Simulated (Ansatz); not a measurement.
Molecule: C$_{2}$H$_{6}$BO, charge 0, multiplicity 2. It need not be the lowest isomer of its formula. 
Geometry from a B3LYP-D3(BJ)/def2-TZVP (Ansatz, a program for electronic structure) optimisation:
```xyz
10

B      0.1477    -0.0069    -0.0829
C     -0.6242     1.3902     0.0576
C     -0.4718    -1.3387     0.5574
O      1.2776    -0.0600    -0.7168
H     -1.6136     1.2869    -0.3938
H     -0.0962     2.2156    -0.4143
H     -0.7618     1.6064     1.1195
H     -0.5930    -1.1833     1.6319
H      0.1452    -2.2179     0.3868
H     -1.4634    -1.5020     0.1291
```
Charge 0, spin multiplicity 2.

Computed values are from Ansatz. Correlated levels leave the core frozen unless marked. Open shells are spin-unrestricted. Spin-orbit coupling is left out. Non-relativistic. CBS marks a two-point X^-3 extrapolation of the correlation energy; Hartree-Fock from the larger set. [CCSD(T)-MP2]/basis is that difference in the basis named.

**Question.** What is the total energy at RI-MP2/CBS(cc-pVTZ,cc-pVQZ)+[CCSD(T)-MP2]/cc-pVTZ?

**Answer.** -179.6805 Eh.

**Question.** What is the dipole moment at CCSD(T)/aug-cc-pVDZ?

**Answer.** 1.90 D.

**Question.** What is the T1 diagnostic at CCSD/cc-pVTZ?

**Answer.** 0.027.

**Question.** What is the atomisation energy De at RI-MP2/CBS(cc-pVTZ,cc-pVQZ)+[CCSD(T)-MP2]/cc-pVTZ?

**Answer.** 934.7 kcal/mol.
